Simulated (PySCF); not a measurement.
CH5F3Si2, SMILES C[Si@H](F)[SiH](F)F. Geometry: PBE0-D3(BJ)/def2-SVP. The structure was generated by enumeration; whether it is a known compound was not checked. One conformer was computed; it need not be the lowest.

Question: Give the equilibrium geometry at PBE0-D3(BJ)/def2-SVP (PySCF confirms it by a frequency run) as Cartesian coordinates in Å. (The exact figures need the calculation; the answer reports its results.)

Answer: This is not unique; one that fits is 
```xyz
11

C     -2.1908     0.8720    -0.6942
Si    -0.9660    -0.4990    -0.3952
F     -1.5613    -1.5318     0.7234
Si     1.0383     0.3605     0.4617
F      1.4761     1.5729    -0.5258
F      2.2133    -0.7518     0.3928
H     -3.1316     0.4758    -1.1063
H     -2.4215     1.4130     0.2361
H     -1.7729     1.5920    -1.4162
H     -0.7000    -1.2754    -1.6409
H      1.0058     0.8977     1.8482
```
Charge 0, spin multiplicity 1.
